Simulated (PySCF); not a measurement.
Delta-SCF ions had no search for a lower state. Excitations are Tamm–Dancoff values on a coarser integration grid. The basis has no diffuse functions, so Rydberg states are missing or too high.

## C8H7ClSSi, SMILES `[SiH3]c1cc(Cl)cc2ccsc12` (charge 0, multiplicity 1)

Level of theory: PBE0-D3(BJ)/def2-TZVP // PBE0-D3(BJ)/def2-SVP (PySCF 2.14.0).

| Property | Result |
|---|---|
| HOMO | -6.64 eV |
| dipole moment | 0.368 e·Å |
| HOMO–LUMO gap | 5.28 eV |
| LUMO | -1.37 eV |
| S1 excitation (TDA) | 4.50 eV |
| S1 oscillator strength | 0.037 |
| brightest of the four lowest singlets (TDA) | 5.65 eV |
| T1 excitation (TDA) | 3.29 eV |
| S1–T1 gap (TDA) | 1.20 eV |
| vertical ionisation energy (Delta-SCF) | 8.18 eV |
| total energy | -1456.3409 Ha |
| cost | around 21 core-minutes (rough) |

```xyz
18

Si    -2.7857     0.7275    -0.1330
C     -1.1130    -0.1177     0.0238
C     -1.0293    -1.4851     0.2816
C      0.2165    -2.1257     0.4005
Cl     0.2501    -3.8296     0.7217
C      1.4074    -1.4327     0.2681
C      1.3602    -0.0530     0.0080
C      2.4446     0.8716    -0.1680
C      2.0124     2.1391    -0.4063
S      0.2877     2.2817    -0.4307
C      0.0999     0.5819    -0.1099
H     -2.9204     1.8040     0.8947
H     -2.9239     1.3559    -1.4818
H     -3.8524    -0.2972     0.0618
H     -1.9346    -2.0850     0.3960
H      2.3614    -1.9534     0.3648
H      3.4972     0.5914    -0.1167
H      2.6219     3.0265    -0.5745
```
